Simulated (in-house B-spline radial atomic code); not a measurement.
**Ionising Tc³⁰⁺ with different functionals**

Computed with a B-spline radial code for spherical atoms: scalar-relativistic (spin-free X2C) Hamiltonian, Fermi nucleus of rms radius 4.41117 fm, spin-polarised at highest spin, spherical fractional occupations for the functionals. The ionisation energy is the difference of two self-consistent energies, [Ne] 3s2 3p1 → [Ne] 3s2, without Breit or QED terms; ε is the level of the shell that loses the electron (its least bound occupied spin orbital). There is no spin-orbit coupling in this Hamiltonian.

Hybrids are left out here: with spherical fractional occupations of an open shell their exact exchange keeps a self-interaction that integer-occupation calculations don't have.

```csv
method,rung,ΔSCF (eV),-ε(3p) (eV)
BLYP,GGA,1687.27,1656.48
RPBE,GGA,1686.24,1655.77
BP86,GGA,1686.99,1656.25
revTPSS,meta-GGA,1685.43,1655.29
TPSS,meta-GGA,1686.13,1655.84
```

**Question.** Among the functionals, which spreads more, the ΔSCF values or the orbital energies?

**Answer.** The ΔSCF values: ΔSCF values span about 1.84 eV and the orbital energies 1.19 eV.

**Question.** How do they compare with the NIST value?

**Answer.** NIST lists 1689 eV ± 8 (semi-empirical, ground level to ground level). Errors run from -3.57 to -1.73 eV; all lie within about twice that uncertainty, so the table can't rank the methods.
